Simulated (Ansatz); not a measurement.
`O[Si](O)(F)C[SiH2]Cl` + CH₄ → `C[Si](O)(O)F` + `C[SiH2]Cl`  (formal exchange of groups at the Si–C bond)

Isolated molecules relaxed with PBE0-D4/def2-TZVP in Ansatz; ΔE leaves out vibrations. CCSD(T)/CBS is the MP2 limit (def2-TZVPP, def2-QZVPP) plus CCSD(T) − MP2 in def2-TZVPP, frozen cores. This one scheme is used for every species. Functionals use def2-TZVPP. B3LYP here is the variant with VWN-RPA as its local correlation; programs differ in this. Each species was taken in one conformer, which may not be the lowest.

(1) Is it downhill or uphill in electronic energy at CCSD(T)/CBS, and by how much? (Best estimate.)

(2) What do these levels give: PBE-D4, r2SCAN-D4, PBE0-D4, B3LYP-D4, ωB97M-V, PBE, r2SCAN, HF/def2-TZVPP, CCSD/def2-TZVPP, HF/def2-QZVPP, SCS-MP2/def2-QZVPP, MP2/CBS(def2)? (Best estimate.)

Largest T1 diagnostic among the species: 0.011.

Answers

(1) The calculation gave: Uphill: ΔE = +15.8 kJ/mol.

(2) Computed: PBE-D4 16.7, r2SCAN-D4 15.9, PBE0-D4 16.6, B3LYP-D4 17.9, ωB97M-V 16.1, PBE 9.2, r2SCAN 13.7, HF/def2-TZVPP 4.3, CCSD/def2-TZVPP 13.3, HF/def2-QZVPP 3.9, SCS-MP2/def2-QZVPP 14.1, MP2/CBS(def2) 17.2 kJ/mol.

In def2-TZVPP, CCSD(T) changes the Hartree–Fock value by +11.5 kJ/mol (the triples alone add +2.4 kJ/mol) and MP2 by +12.9 kJ/mol. The D4 term adds +12.0 kJ/mol with B3LYP and +7.0 kJ/mol with PBE0; it sums over pairs of atoms, weighted by their polarisabilities, and B3LYP, whose exchange is more repulsive, gets the larger term.
